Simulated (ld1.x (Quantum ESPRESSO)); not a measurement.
# Logarithmic derivatives: Co (Z = 27), PAW

cobalt (Co), PAW, made with ld1.x (Quantum ESPRESSO) 7.5 (Wu–Cohen, scalar-relativistic). Core [Ar], reference 3d7 4s2 4p0. Waves: 4s (bound): rcut 2.05, rcutus 2.55 bohr; 4s channel at 0.05 Ry: rcut 2.05, rcutus 2.55 bohr; 4p (bound, empty): rcut 2.70, rcutus 3.55 bohr; 4p channel at 0.75 Ry: rcut 2.70, rcutus 3.55 bohr; 3d (bound): rcut 1.60, rcutus 1.80 bohr; 3d channel at 0.7 Ry: rcut 1.60, rcutus 1.80 bohr. Local part: all-electron potential smoothed inside 1.65 bohr (lloc = -2). Core correction: Bessel-smoothed model core inside 1.65 bohr. Augmentation charge: PSQ, radius 1.60 bohr.

The phase is arctan(r·u′/u) with u = r·R(r), unwrapped; energies in Ry, scanned from -3 to 5 Ry. A pole is an energy at which the radial function vanishes at the test radius. The pseudo phase is shifted by a multiple of π to meet the all-electron one at the reference energy, and phase errors are pseudo minus all-electron; the curves can meet again beyond the range given. Levels narrower than the energy grid can be missing from the lists of poles.

```
channel  radius (bohr)  reference energy (Ry)  poles, all-electron      poles, pseudo  unbroken range about the reference energy with phases within 0.05 rad  phase error 1 Ry above the reference energy (rad)
      s           3.85                  -0.40          -0.09, 3.01  -0.09, 2.93, 4.61                                                              below 3.7                                             -0.000
      p           3.85                  -0.09           0.51, 3.69         0.51, 3.32                                                              below 1.6                                             -0.000
      d           3.85                  -0.61    -0.59, 1.60, 4.93  -0.59, 1.60, 4.97                                                        the whole range                                             +0.000
```

Phases in the s channel:

| E (Ry) | all-electron | pseudo |
| --- | --- | --- |
| -3.00 | 1.410 | 1.410 |
| -2.76 | 1.402 | 1.402 |
| -2.52 | 1.392 | 1.392 |
| -2.28 | 1.380 | 1.380 |
| -2.04 | 1.366 | 1.366 |
| -1.80 | 1.347 | 1.347 |
| -1.56 | 1.322 | 1.322 |
| -1.32 | 1.285 | 1.285 |
| -1.08 | 1.223 | 1.223 |
| -0.84 | 1.085 | 1.085 |
| -0.60 | 0.490 | 0.490 |
| -0.36 | -1.203 | -1.203 |
| -0.12 | -1.552 | -1.552 |
| 0.12 | -1.677 | -1.677 |
| 0.36 | -1.768 | -1.768 |
| 0.60 | -1.872 | -1.872 |
| 0.84 | -2.043 | -2.043 |
| 1.08 | -2.459 | -2.462 |
| 1.32 | -3.502 | -3.513 |
| 1.56 | -4.190 | -4.196 |
| 1.80 | -4.428 | -4.433 |
| 2.04 | -4.539 | -4.543 |
| 2.28 | -4.604 | -4.609 |
| 2.52 | -4.649 | -4.654 |
| 2.76 | -4.683 | -4.690 |
| 3.00 | -4.711 | -4.721 |
| 3.24 | -4.737 | -4.752 |
| 3.48 | -4.761 | -4.787 |
| 3.72 | -4.787 | -4.840 |
| 3.96 | -4.817 | -4.980 |
| 4.20 | -4.854 | -7.142 |
| 4.44 | -4.905 | -7.780 |
| 4.68 | -4.990 | -7.874 |
| 4.92 | -5.163 | -7.931 |
